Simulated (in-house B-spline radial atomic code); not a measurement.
A calculation on Rb VIII (Rb7+): its settings, and results tabulated from the run. Computed with a B-spline radial code for spherical atoms: scalar-relativistic (X2C) OLYP, spin-polarised, spherical fractional occupations, Fermi nucleus of rms radius 4.2036 fm.

Command:
```bash
python run_scf.py task.json out
```
Settings (nuclear radius in fm, mass in u):
```
Z                37
configuration    [Ar] 3d10 4s2
hamiltonian      x2c
method           optx,lyp
spin_polarised   True
nucleus          fermi
rms_radius       4.2036
atomic_mass      84.91179
speed_of_light   137.035999084
```

Output (hartree, bohr):
```
 radial grid: 66 intervals, B-splines of order 8, outer radius 13.5065 bohr

 iter        energy (Eh)    residual
    1       -2951.051821    9.66e-01
    2       -2960.191672    8.39e-01
    3       -2967.846669    1.54e-01
    4       -2968.157849    2.93e-02
    5       -2968.162773    1.57e-02
    6       -2968.165905    2.06e-03
    7       -2968.165955    5.04e-05
    8       -2968.165955    3.86e-06
    9       -2968.165955    8.44e-08

 total energy                     -2968.16596
 kinetic                            3052.9223
 electron-nucleus                  -7044.0682
 Hartree                            1122.2293
 exchange-correlation                -99.2494

 orbital      occ     eigenvalue          <r>       <r^2>       <1/r>       r_max
 1s up      1.000      -555.9234    0.0398578  0.00215195     38.8561     0.02578
 1s down    1.000      -555.9234    0.0398578  0.00215195     38.8561     0.02578
 2s up      1.000       -77.9124     0.177438   0.0371836     8.60753      0.1495
 2s down    1.000       -77.9124     0.177438   0.0371836     8.60753      0.1495
 2p up      3.000       -69.5717     0.154864   0.0293496     8.26081      0.1194
 2p down    3.000       -69.5717     0.154864   0.0293496     8.26081      0.1194
 3s up      1.000       -15.0005     0.508419    0.296725     2.85068      0.4506
 3s down    1.000       -15.0005     0.508419    0.296725     2.85068      0.4506
 3p up      3.000       -12.3144     0.515343    0.309881     2.67425      0.4457
 3p down    3.000       -12.3144     0.515343    0.309881     2.67425      0.4457
 3d up      5.000        -7.8669     0.515481    0.322852     2.41999      0.3909
 3d down    5.000        -7.8669     0.515481    0.322852     2.41999      0.3909
 4s up      1.000        -4.5921      1.27787     1.83669      1.0674       1.174
 4s down    1.000        -4.5921      1.27787     1.83669      1.0674       1.174

 Slater integrals (Eh)
   F0(3d up,3d up)               1.771314
   F2(3d up,3d up)               0.860284
   F4(3d up,3d up)               0.543831
   F0(3d up,3d down)             1.771314
   F2(3d up,3d down)             0.860284
   F4(3d up,3d down)             0.543831
   F0(3d up,4s up)               0.886485
   G2(3d up,4s up)               0.082562
   F0(3d up,4s down)             0.886485
   F0(3d down,3d down)           1.771314
   F2(3d down,3d down)           0.860284
   F4(3d down,3d down)           0.543831
   F0(3d down,4s up)             0.886485
   F0(3d down,4s down)           0.886485
   G2(3d down,4s down)           0.082562
   F0(4s up,4s up)               0.702696
   F0(4s up,4s down)             0.702696
   F0(4s down,4s down)           0.702696
```

Cost of the run: 0.46 s on 1 thread of Intel(R) Xeon(R) Platinum 8488C, on a shared host.

One-electron X2C: radii and densities carry no picture-change correction, so inner-shell <1/r> comes out high (for 1s by about 2 % at Z = 33, 5 % at 54, 10 % at 75, 30 % at 118) and <r> low.
